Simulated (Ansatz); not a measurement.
Born–Oppenheimer molecular dynamics of H$_{9}$N$_{3}$Si$_{2}$ (14 atoms, charge 0, multiplicity 1). It starts from a relaxed structure.

These are results of RKS PBE0/STO-3G in Ansatz, not measurements.

| Quantity | Value |
| --- | --- |
| ensemble | NVE (velocity Verlet) |
| time step | 0.25 fs |
| steps asked | 250 |
| starting velocities drawn for | 2000 K |
| seed | 341625 |

First frame:

```xyz
14
Properties=species:S:1:pos:R:3
Si 0.051 0.012 -0.020
Si -0.028 -0.062 2.242
H -1.317 -0.527 2.698
H 0.976 -0.951 2.777
H 0.184 1.247 2.811
N 1.726 0.285 -0.522
H 2.330 -0.507 -0.203
H 1.791 0.241 -1.567
N -0.800 1.322 -0.867
H -1.733 1.518 -0.436
H -0.272 2.218 -0.746
N -0.575 -1.531 -0.624
H -1.429 -1.833 -0.102
H -0.898 -1.433 -1.613
```

**Question.** How far do the bonds stretch over the last three quarters of this one trajectory? (Pairs bonded in most of those frames.)

**Answer.** 
| bond | mean (Å) | spread (Å) | shortest | longest |
| --- | --- | --- | --- | --- |
| Si1–Si2 | 2.288 | 0.053 | 2.18 | 2.36 |
| Si1–N6 | 1.814 | 0.070 | 1.67 | 1.91 |
| Si1–N9 | 1.766 | 0.037 | 1.71 | 1.89 |
| Si1–N12 | 1.760 | 0.011 | 1.72 | 1.78 |
| Si2–H3 | 1.454 | 0.019 | 1.42 | 1.49 |
| Si2–H4 | 1.459 | 0.045 | 1.39 | 1.54 |
| Si2–H5 | 1.450 | 0.014 | 1.43 | 1.48 |
| N6–H7 | 1.062 | 0.035 | 0.99 | 1.14 |
| N6–H8 | 1.061 | 0.041 | 0.99 | 1.13 |
| N9–H10 | 1.047 | 0.027 | 1.00 | 1.10 |
| N9–H11 | 1.044 | 0.020 | 1.01 | 1.08 |
| N12–H13 | 1.050 | 0.070 | 0.94 | 1.16 |
| N12–H14 | 1.046 | 0.051 | 0.97 | 1.12 |

Mean temperature of the second half: 980 K. The conserved energy stayed within 0.25 meV per atom of its start (net change 0.21 meV per atom), so the integration is sound. The temperature averaged 0.49 of the 2000 K drawn at the start: a run that starts near a minimum puts about half its kinetic energy into the potential. A run of 0.062 ps of so small a system gives no equilibrium averages. Limits of this set-up: minimal basis.

The run took 11 min on 1 thread of Arm Neoverse V2 (shared host), peak memory 0.11 GiB.
